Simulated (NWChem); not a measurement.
System: SnHI, singlet; SMILES [SnH][I]

```xyz
3

Sn    -0.0253     1.3972     0.0000
H      1.7574     1.4877     0.0000
I     -0.0093    -1.3462     0.0000
```
Atoms are numbered in this order, from 1.

Computed with NWChem. Low-valent species are run as closed-shell singlets; no triplet was tried in these runs. All runs use the structure optimised with PBE0/def2-SVP. def2 effective core potentials on Sn, I; no spin-orbit coupling. B3LYP is NWChem's, with the RPA form of VWN correlation. Vertical excitations in the gas phase; the lowest state need not have the same character in each row.

Problem. Order these by “lowest excitation, singlet (eV)”, lowest first: B3LYP/def2-SVPD, TDA; PBE/def2-SVPD, TDA; PBE0/def2-SVPD, TDA.

Solution. PBE/def2-SVPD, TDA (2.13), B3LYP/def2-SVPD, TDA (2.33), PBE0/def2-SVPD, TDA (2.43)
